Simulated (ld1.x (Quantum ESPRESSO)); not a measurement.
u(r) = r·R(r): atom against pseudo-atom (cobalt (Co))

Columns: radius, all-electron u(r) and pseudo u(r) of the 4s shell (level -21.11 eV) of cobalt in the configuration [Ar] 3d7 4s0 4p0; LDA (PZ), scalar-relativistic, PAW scheme, ld1.x (Quantum ESPRESSO) 7.5.

```csv
r (bohr),all-electron,pseudo
0.130,-0.1735,-0.0428
0.260,-0.1008,-0.0869
0.390,0.1813,-0.1333
0.520,0.3343,-0.1828
0.650,0.3264,-0.2358
0.780,0.2150,-0.2923
0.910,0.0567,-0.3515
1.040,-0.1113,-0.4124
1.170,-0.2683,-0.4733
1.300,-0.4040,-0.5323
1.430,-0.5148,-0.5872
1.560,-0.6003,-0.6359
1.690,-0.6620,-0.6762
1.820,-0.7025,-0.7063
1.950,-0.7246,-0.7250
2.080,-0.7311,-0.7311
2.210,-0.7250,-0.7250
2.340,-0.7088,-0.7088
2.470,-0.6849,-0.6849
2.600,-0.6551,-0.6551
2.730,-0.6213,-0.6213
2.860,-0.5848,-0.5848
2.990,-0.5469,-0.5469
3.120,-0.5085,-0.5085
3.250,-0.4704,-0.4704
3.380,-0.4331,-0.4331
```

Problem. How many radial nodes do the two functions have?

Solution. The all-electron 4s function has n − l − 1 = 3 (the table is too coarse to show those close to the nucleus); the pseudo-wave has 0, since the states of the same l below it are removed with the core.

Problem. At about which radius was the pseudo-wave matched?

Solution. 2.05 bohr, where the columns begin to agree (steps of 0.13 bohr).

Problem. Is the pseudo-wave norm-conserving?

Solution. No, it belongs to a PAW set: the norm inside the radius is not constrained, and the difference is carried by the augmentation charge.
